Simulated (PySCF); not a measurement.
Gas-phase reaction: WO2Cl2 + 4 Cl ⇌ WCl6 + O2

Computed with PySCF and rigid-rotor harmonic-oscillator thermochemistry at 1 bar. † marks an energy on the PBE0/def2-TZVP geometry and frequencies. MP2 freezes the core. Open shells (unrestricted): Cl (multiplicity 2), O2 (multiplicity 3); the rest are closed-shell singlets. Spin-orbit splitting is ignored; it lowers the true energy and changes the entropy of Cl. W: scalar-relativistic def2 core potential, no spin-orbit coupling. MP2 isn't extrapolated to the basis-set limit.

PBE0/def2-QZVP† gives ΔH°(298 K) = -399 kJ.

Problem. What do BLYP/def2-TZVP†, MP2/def2-SVP†, LDA/def2-TZVP† give?

Solution. BLYP/def2-TZVP†: -339 kJ; MP2/def2-SVP†: -256 kJ; LDA/def2-TZVP†: -645 kJ. For scale, ΔH°(298 K) is -399 kJ at this level, -379 kJ at ωB97M-V/def2-TZVP†, and runs from -645 to -48 kJ over the 17 levels computed.
